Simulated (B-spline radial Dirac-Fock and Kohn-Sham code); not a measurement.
# Compton profile of Ba¹¹⁺

System: barium as Ba¹¹⁺, configuration [Kr] 4d9.

Input of the calculation (task.json; shells as n, l, electrons):

```json
{"items": [{
  "Z": 56,
  "q": 11,
  "cfg": [[1, 0, 2], [2, 0, 2], [2, 1, 6], [3, 0, 2], [3, 1, 6], [3, 2, 10], [4, 0, 2], [4, 1, 6], [4, 2, 9]],
  "A": 138,
  "rrms": 4.8378,
  "do": ["scatter"],
  "s": [0.0, 0.05, 0.1, 0.15, 0.2, 0.25, 0.3, 0.35, 0.4, 0.45, 0.5, 0.6, 0.7, 0.8, 0.9, 1.0, 1.1, 1.2, 1.4, 1.6, 1.8, 2.0, 2.5, 3.0, 3.5, 4.0, 5.0, 6.0],
  "pz": [0, 0.1, 0.2, 0.3, 0.4, 0.5, 0.6, 0.8, 1.0, 1.2, 1.4, 1.6, 1.8, 2.0, 2.5, 3.0, 4.0, 5.0, 7.0, 10.0, 15.0, 20.0, 30.0, 40.0, 60.0, 100.0],
  "hv_scatter": [1000, 2000, 5000, 8047.8, 10000, 17479.3, 100000, 1000000]
}]}
```

Command: `python xray_run.py task.json out`

These are calculated numbers from a radial B-spline solver; the model is the impulse approximation on configuration-average Dirac-Fock orbitals. pz is in atomic units of momentum; subshell profiles are per electron, for a selection of subshells; open shells are spread over both j values by their weights.

```tsv
pz	J total	J 2s1/2	J 3s1/2	J 4p3/2	J 4d5/2
0	4.070	0.0512	0.117	0.164	0.131
0.3	4.054	0.0511	0.116	0.164	0.131
0.4	4.042	0.0511	0.115	0.164	0.131
0.5	4.026	0.0510	0.115	0.164	0.131
0.6	4.006	0.0510	0.114	0.163	0.131
0.8	3.956	0.0508	0.112	0.162	0.131
1	3.889	0.0506	0.109	0.159	0.130
1.2	3.806	0.0504	0.106	0.155	0.130
1.4	3.705	0.0501	0.103	0.149	0.129
1.6	3.587	0.0498	0.0988	0.141	0.127
1.8	3.452	0.0494	0.0946	0.131	0.124
2	3.302	0.0490	0.0901	0.120	0.119
2.5	2.886	0.0479	0.0781	0.0888	0.104
3	2.457	0.0465	0.0657	0.0592	0.0841
4	1.752	0.0432	0.0430	0.0217	0.0437
5	1.324	0.0393	0.0261	0.0105	0.0184
7	0.8987	0.0307	0.0105	0.00900	0.00417
10	0.5386	0.0185	0.00827	0.00350	0.00341
15	0.2435	0.00610	0.00470	0.000528	0.00145
20	0.1259	0.00201	0.00127	0.000473	0.000423
30	0.04362	0.00124	0.000252	0.000185	3.82e-05
40	0.01913	0.00102	0.000225	5.18e-05	4.77e-06
60	0.005320	0.000384	8.68e-05	5.15e-06	< 1e-6
100	0.0007817	5.31e-05	1.15e-05	< 1e-6	< 1e-6
```

J(0) = 4.070. The 4d5/2 subshell gives the largest part, 17 %.

Mean momentum ⟨p⟩ by subshell (a.u.): 1s1/2 52.7, 2s1/2 18.7, 2p1/2 24.9, 2p3/2 23.4, 3s1/2 9.22, 3p1/2 11.0, 3p3/2 10.6, 3d3/2 12.6, 3d5/2 12.4, 4s1/2 4.58, 4p1/2 5.11, 4p3/2 4.94, 4d3/2 5.32, 4d5/2 5.26.
